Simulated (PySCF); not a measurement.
State search for BeAl

Unrestricted PBE0; PySCF, no relativity, basis sets Be aug-cc-pVDZ, Al aug-cc-pV(D+d)Z. Outer shells of the fragments: Be 2s2; Al 3s2 3p1.

Followed along the bond (rough minima from three points):

```tsv
2Ms+1	unpaired	⟨S²⟩ at the start	R at minimum (Å)	Te (eV)
2	π ↑	0.92	2.42	0.00
2	σ ↑	0.76	2.65	0.12
4	σ ↑, π ↑↑	3.76	2.12	0.85
4	σ ↑↑, π ↑	3.75	2.30	0.96
2	σ ↑, π ↑↓	1.78	2.12	1.37
```

Solutions found at the starting distance of 2.155 Å, counted from the lowest of them; the search is not exhaustive and high or unbound solutions are not listed, so other states can lie among these:

```csv
2Ms+1,unpaired,term,E (eV),⟨S²⟩,⟨Lz²⟩,μ (D)
2,π ↑,²Π,0.00,0.92,1.01,-0.40
2,σ ↑,²Σ⁺,0.53,0.76,0.00,0.34
4,"σ ↑, π ↑↑",⁴Σ⁻,0.67,3.76,0.00,-0.11
4,"σ ↑↑, π ↑",⁴Π,0.85,3.75,1.01,1.63
2,"σ ↑, π ↑↓",mixed,1.19,1.78,2.02,-0.15
2,"σ ↓, π ↑↑",mixed,1.38,1.78,0.00,-0.17
2,σ ↑,mixed,1.81,0.81,2.00,-0.18
4,"σ ↑, π ↑↑",mixed,2.93,3.78,2.01,-0.72
2,π ↑,²Π,3.77,1.01,1.03,-0.24
4,"σ ↑, π ↑, δ ↑",mixed,6.08,3.77,5.00,-2.00
```

A term symbol is given only where ⟨S²⟩ and ⟨Lz²⟩ are close to those of a pure state; real π, δ and φ orbitals otherwise mix terms. A positive dipole means Be(−)Al(+).

Compare the gap between the two lowest followed solutions at the starting distance with the gap between their minima.

At PBE0 the second solution (doublet, unpaired electrons σ ↑) lies +0.53 eV from the first (doublet, unpaired electrons π ↑) at 2.155 Å and +0.12 eV at the minima; the two curves relax by different amounts, since their minima lie near 2.65 and 2.42 Å.
